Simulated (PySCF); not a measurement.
Compound: C₃H₂F₅O₂ (doublet state).
Geometry (GFN2-xTB, Å), atoms numbered from 1 in this order:
```xyz
12
C3H2F5O2 angstrom
O      1.961    0.578   -0.941
C      0.781   -0.048   -0.656
O      0.771   -1.392   -0.811
C     -0.117    0.514    0.381
F     -0.427    1.805    0.071
F      0.460    0.620    1.639
C     -1.423   -0.299    0.540
F     -2.302    0.352    1.297
F     -1.995   -0.513   -0.645
F     -1.198   -1.479    1.108
H      1.912    1.521   -0.739
H      1.578   -1.659   -1.272
```

The hyperfine couplings belong to this conformer and change with its torsions.

The species is `O[C](O)C(F)(F)C(F)(F)F` [radical].

Level of theory: PySCF 2.14.0, UKS B3LYP, pcH-1 on C F H O, non-relativistic, mean-field spin-orbit, GIAO. Isolated species at its GFN2-xTB geometry (one conformer only). Couplings are sensitive to structure, and on GFN2-xTB geometries they can be far from those on DFT ones. The SCF solution wasn't tested for stability.

Principal values of hyperfine tensors in MHz (contact and dipolar terms together), for some of the nuclei:

```json
{"atom": "F6", "isotope": "19F", "A1": "151.03", "A2": "158.90", "A3": "460.21"}
{"atom": "C2", "isotope": "13C", "A1": "126.11", "A2": "126.51", "A3": "339.63"}
{"atom": "F5", "isotope": "19F", "A1": "61.46", "A2": "62.50", "A3": "162.63"}
{"atom": "F9", "isotope": "19F", "A1": "16.58", "A2": "17.82", "A3": "45.20"}
{"atom": "O3", "isotope": "17O", "A1": "-82.79", "A2": "3.05", "A3": "6.08"}
{"atom": "C4", "isotope": "13C", "A1": "13.72", "A2": "14.09", "A3": "32.44"}
{"atom": "H12", "isotope": "1H", "A1": "-23.22", "A2": "-19.17", "A3": "8.71"}
{"atom": "H11", "isotope": "1H", "A1": "-21.25", "A2": "-18.24", "A3": "9.01"}
```

Problem. Give the isotropic coupling of each nucleus in MHz and in mT (g = 2.0032), and the anisotropic part.

Solution. a_iso = (A1 + A2 + A3)/3, Ti = Ai − a_iso; 1 mT corresponds to 28.037 MHz.

```csv
atom,a_iso (MHz),a_iso (mT),T1,T2,T3
F6,256.72,9.156,-105.69,-97.81,203.50
C2,197.42,7.041,-71.30,-70.91,142.21
F5,95.53,3.407,-34.07,-33.03,67.10
F9,26.53,0.946,-9.96,-8.71,18.67
O3,-24.55,-0.876,-58.24,27.60,30.63
C4,20.08,0.716,-6.36,-5.99,12.36
H12,-11.22,-0.400,-11.99,-7.95,19.94
H11,-10.16,-0.362,-11.09,-8.08,19.17
```

Problem. What spin density at the nucleus of H11 lies behind its contact coupling (g_N = 5.58569)?

Solution. a_FC = 800.24 MHz bohr³ × g_N × ρ(0)/(2S). With a_FC = -10.16 MHz and 2S = 1, ρ(0) = -0.002273 bohr⁻³. In magnitude that is 0.7 % of the 1/π = 0.318 of a free hydrogen atom.

Problem. O1 (17O, g_N = -0.75752) isn't in the table. Its spin density at the nucleus is 0.03428 bohr⁻³. What is its contact coupling?

Solution. By the same relation, a_FC = -20.8 MHz. Its full tensor has the principal values -73.44, 4.39, 6.70 MHz.

Problem. Name the largest traceless tensor T of the table and describe it.

Solution. F6: -105.7, -97.8, 203.5 MHz, nearly axial, close to the ratio −1:−1:+2.

Problem. What first-order splitting does F6 cause when the field lies along A1, A2 or A3 of its tensor (g taken as isotropic, no quadrupole term)?

Solution. 2 lines (I = 1/2), spaced by |A_i|/(g × 13.996): 5.39, 5.67, 16.41 mT along the axes of A1, A2 and A3.
